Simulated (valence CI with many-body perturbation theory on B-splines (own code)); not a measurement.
Energy levels of Cs24+

Level of theory: relativistic CI+MBPT: three valence electrons over a frozen Dirac-Fock core [Ar] 3d10, a basis of 11 s, 11 p, 10 d, 8 f, 5 g, 2 h functions for each j, with the one-electron correlation potential Σ1, the two-electron term Σ2, the three-electron term Σ3, Breit, model QED; selected CI, second order for the rest, scaled by the run's own slope (own B-spline code, finite nucleus).

No measured levels were compared; by estimate levels hold to about 250 cm⁻¹ or 0.2 % of their energy and the worst to 1 %, as in measured heavy ions of charge 2 to 7; those with d or f electrons hold less well.

Levels 1 to 45 of 177, with energies above the lowest level, 4s²4p ²P°_1/2. "Leading %" is the weight of the configuration and term that name the level; weights of strongly mixed levels are sums over their largest components and can fall short, so below about 35 % the name and the second component can differ from the true leading terms, or belong to a minority configuration. In the jj column 3d3/2^4 stands for four electrons in 3d with j = 3/2. Lifetimes count E1, E2, E3, M1 and M2 decay at the calculated energies, and are blank where another channel may lead or the interval is too uncertain; long ones can be off by a factor of two.

```tsv
No.	Configuration	Term	J	E (cm⁻¹)	Leading %	g	Lifetime	Leading jj
1	4s²4p	²P°	1/2	0	99	0.663		4s^2 4p1/2 (99 %)
2	4s²4p	²P°	3/2	155040	99	1.332	29.6 μs	4s^2 4p3/2 (99 %)
3	4s4p²	⁴P	1/2	416490	78	2.454	212 ps	4s 4p1/2^2 (86 %)
4	4s4p²	⁴P	3/2	521860	96	1.698	1.78 ns	4s 4p1/2 4p3/2 (97 %)
5	4s4p²	⁴P	5/2	558400	59	1.436	298 ps	4s 4p1/2 4p3/2 (91 %)
6	4s4p²	²D	3/2	618220	78	0.899	23.1 ps	4s 4p1/2 4p3/2 (89 %)
7	4s4p²	²P	1/2	648710	70	1.151	8.04 ps	4s 4p1/2 4p3/2 (82 %)
8	4s4p²	²D	5/2	704770	55	1.360	106 ps	4s 4p3/2^2 (89 %)
9	4s4p²	²S	1/2	803880	68	1.727	11.4 ps	4s 4p3/2^2 (93 %)
10	4s4p²	²P	3/2	810810	80	1.256	6.13 ps	4s 4p3/2^2 (84 %)
11	4s²4d	²D	3/2	924600	90	0.807	3.69 ps	4s^2 4d3/2 (90 %)
12	4s²4d	²D	5/2	952140	93	1.200	5.24 ps	4s^2 4d5/2 (93 %)
13	4p³	²P°	3/2	1059000	38	1.351	13.7 ps	4p1/2^2 4p3/2 (92 %)
14	4p³	⁴S°	3/2	1178300	54	1.444	9.66 ps	4p1/2 4p3/2^2 (90 %)
15	4p³	²D°	5/2	1184100	82	1.193	24.2 ps	4p1/2 4p3/2^2 (82 %)
16	4s4p4d	⁴F°	3/2	1245200	87	0.467	64.6 ps	4s 4p1/2 4d3/2 (93 %)
17	4p³	²P°	1/2	1246900	92	0.663	10.2 ps	4p1/2 4p3/2^2 (92 %)
18	4s4p4d	⁴F°	5/2	1271600	80	1.052	38.2 ps	4s 4p1/2 4d3/2 (63 %)
19	4s4p4d	⁴F°	7/2	1318000	74	1.256	23.7 ps	4s 4p1/2 4d5/2 (79 %)
20	4s4p4d	⁴P°	5/2	1323100	53	1.444	6.55 ps	4s 4p1/2 4d5/2 (90 %)
21	4s4p4d	⁴D°	3/2	1327600	49	1.351	4.37 ps	4s 4p1/2 4d3/2 (60 %)
22	4s4p4d	⁴D°	1/2	1331500	76	0.337	3.39 ps	4s 4p1/2 4d3/2 (88 %)
23	4p³	²P°	3/2	1361900	49	1.307	9.04 ps	4p3/2^3 (79 %)
24	4s4p4d	²F°	5/2	1384500	73	0.957	8.84 ps	4s 4p1/2 4d5/2 (64 %)
25	4s4p4d	²D°	3/2	1403800	52	0.940	4.42 ps	4s 4p1/2 4d5/2 (43 %)
26	4s4p4d	⁴F°	9/2	1419800	100	1.332	44.6 μs	4s 4p3/2 4d5/2 (100 %)
27	4s4p4d	⁴P°	1/2	1442800	89	2.368	5.07 ps	4s 4p3/2 4d3/2 (97 %)
28	4s4p4d	⁴D°	5/2	1443700	60	1.299	4.06 ps	4s 4p3/2 4d3/2 (88 %)
29	4s4p4d	⁴P°	3/2	1447100	57	1.495	4.56 ps	4s 4p3/2 4d3/2 (86 %)
30	4s4p4d	⁴D°	7/2	1447500	70	1.364	4.44 ps	4s 4p3/2 4d5/2 (46 %)
31	4s4p4d	²D°	5/2	1481300	50	1.304	7.34 ps	4s 4p3/2 4d5/2 (95 %)
32	4s4p4d	²D°	3/2	1503400	56	1.030	3.75 ps	4s 4p3/2 4d5/2 (39 %)
33	4s4p4d	²F°	7/2	1528600	98	1.143	9.37 ps	4s 4p3/2 4d5/2 (74 %)
34	4s4p4d	²F°	5/2	1543400	76	0.896	3.55 ps	4s 4p3/2 4d3/2 (77 %)
35	4s4p4d	²F°	7/2	1547400	73	1.183	4.20 ps	4s 4p3/2 4d5/2 (65 %)
36	4s4p4d	²P°	1/2	1565100	84	0.619	3.44 ps	4s 4p3/2 4d3/2 (61 %)
37	4s4p4d	²P°	1/2	1584600	92	0.668	3.92 ps	4s 4p3/2 4d5/2 (63 %)
38	4s4p4d	²P°	3/2	1603100	73	1.244	3.24 ps	4s 4p3/2 4d5/2 (64 %)
39	4s4p4d	²P°	3/2	1603900	48	1.090	2.99 ps	4s 4p3/2 4d5/2 (57 %)
40	4s4p4d	²D°	5/2	1611300	78	1.156	2.70 ps	4s 4p3/2 4d5/2 (81 %)
41	4p²4d	⁴F	3/2	1759100	49	0.708	17.4 ps	4p1/2^2 4d3/2 (93 %)
42	4s²4f	²F°	5/2	1760900	85	0.856	3.33 ps	4s^2 4f5/2 (85 %)
43	4s²4f	²F°	7/2	1762600	88	1.143	3.78 ps	4s^2 4f7/2 (88 %)
44	4p²4d	⁴F	5/2	1805400	32	1.164	13.4 ps	4p1/2^2 4d5/2 (82 %)
45	4p²4d	²F	5/2	1866100	57	0.926	23.5 ps	4p1/2 4p3/2 4d3/2 (89 %)
```

Names give the largest LS component (configuration and term), which can be under half, so a name can repeat, a term be missing and a line seem to break the LS rules; names also repeat where a configuration has a term twice.

Where two levels of one J and parity lie close, their mixing, g and order are uncertain.

The ionisation energy to 4s² ¹S0 of the next ion comes out as 791.96 eV (NIST: 791 ± 4 eV (theoretical)). All 177 levels together are meant to be complete up to 2918300 cm⁻¹.
